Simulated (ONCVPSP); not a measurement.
O (Z = 8): one change to an ONCV potential, before and after

* Element: oxygen
* Generator: ONCVPSP 4.0.1
* Type: optimised norm-conserving Vanderbilt (ONCV)
* Functional: PBE
* Relativity: scalar-relativistic
* Frozen core: [He]
* Valence charge: 6
* Reference configuration: 2s2 2p3 (charge +1)
* Partial waves: 2s: rc 0.70 bohr, ncon 4, nbas 7, qcut 8.8 1/bohr, 1 projector; 2p: rc 1.75 bohr, ncon 4, nbas 8, qcut 6.6 1/bohr, 2 projectors, debl 0.7 Ha
* Local potential: polynomial inside 0.45 bohr (lpopt 1, dvloc0 0 Ha)
* Core correction: Teter function, fcfact 3.75, rcfact 1.4

In the p channel the program set the typed energies aside and used -0.899, 0.250 Ha.

All-electron outer shells of the reference configuration (PBE, scalar-relativistic, ld1.x):

```
shell  level (eV)  outermost node (bohr)  outermost maximum (bohr)
   1s     -533.57                      –                      0.13
   2s      -39.66                   0.28                      0.86
   2p      -24.45                      –                      0.79
```

Change: all radii but the core radius scaled by about 1.27 (s 0.90, p 2.22 bohr); local potential polynomial inside 0.58 bohr (lpopt 1, dvloc0 0 Ha).

Cutoffs: the cutoffs (Ha) at which the residual kinetic energy of the hardest occupied pseudo-wave falls to 1 and 0.1 mHa per electron; they do not see the model core or the augmentation charge, which bear on the density cutoff. Errors are all-electron minus pseudo energies relative to the spin-unpolarised reference configuration.

Question: How do hardness, ghosts and transferability respond?

Answer: The potential gets neither clearly harder nor softer (43 Ha and 102 Ha → 37 Ha and 123 Ha); the s channel sets the loose cutoff, while the largest relative change is in p, which becomes softer; of the 4 tests that both files solve, the error grows in 4 and shrinks in 0 by more than 15 % and 0.3 meV (median size 862.9 → 1489.8 meV); neither file shows a bound ghost. More of the atom is replaced by a form fitted at one configuration, so other configurations suffer.

| quantity | base | changed |
| --- | --- | --- |
| cutoff, loose | 43 Ha | 37 Ha |
| cutoff, tight | 102 Ha | 123 Ha |
| loose cutoff by channel | s 43 Ha, p 19 Ha | s 37 Ha, p 15 Ha |
| bound ghosts | none | none |
| GHOST(+) flags under 300 eV | none | none |
| error for 2s2 2p4, meV [ΔE -16.43 eV] | +85 | +178 |
| error for 2s2 2p2, meV [ΔE 33.59 eV] | +251 | +457 |
| error for 2s2 2p1, meV [ΔE 87.45 eV] | +1475 | +2522 |
| error for 2s2 2p0, meV [ΔE 164.36 eV] | +4544 | +7401 |
| rms error of d²Exc/dni dnj with the model core, mHa | 1.87 | 1.19 |
